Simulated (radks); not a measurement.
Results of a calculation; reference values are marked as such.
Neutral silicon, configuration [Ne] 3s2 3p2. Code: a radial shooting solver on a logarithmic mesh with Libxc functionals. Model: scalar-relativistic Kohn-Sham, PBE, spin-unpolarised, spherical densities, finite nucleus; Fermi nuclear charge, rms radius 3.1224 fm.

Normalised radial functions P(r) = r R(r), r in bohr:

r	2s
0.008617	0.2085
0.009793	0.2328
0.01104	0.2576
0.01255	0.2863
0.01426	0.3171
0.01621	0.3500
0.01828	0.3825
0.02077	0.4185
0.02361	0.4555
0.02662	0.4903
0.03026	0.5266
0.03439	0.5607
0.03908	0.5910
0.04407	0.6141
0.05008	0.6308
0.05692	0.6367
0.06418	0.6295
0.07295	0.6054
0.08291	0.5608
0.09423	0.4929
0.1062	0.4056
0.1207	0.2858
0.1372	0.1383
0.1547	-0.0236
0.1759	-0.2178
0.1999	-0.4277
0.2272	-0.6439
0.2561	-0.8420
0.2911	-1.0354
0.3309	-1.1965
0.3731	-1.3063
0.424	-1.3699
0.4819	-1.3725
0.5477	-1.3144
0.6175	-1.2105
0.7018	-1.0584
0.7977	-0.8795
0.8994	-0.7038
1.022	-0.5240
1.162	-0.3658
1.32	-0.2382
1.489	-0.1488
1.692	-0.0829
1.923	-0.0420
2.168	-0.0201
2.464	-0.0082
2.801	-0.0029
3.183	-0.0009
3.589	-0.0002
4.079	-0.0001
4.636	0.0000
5.228	0.0000
5.941	0.0000
6.753	0.0000
7.675	0.0000
8.653	0.0000
9.835	0.0000

2s: eigenvalue -139.50 eV, 1 radial node at r = 0.152 bohr, <r> = 0.568 bohr, 90 % of the charge inside 0.895 bohr.
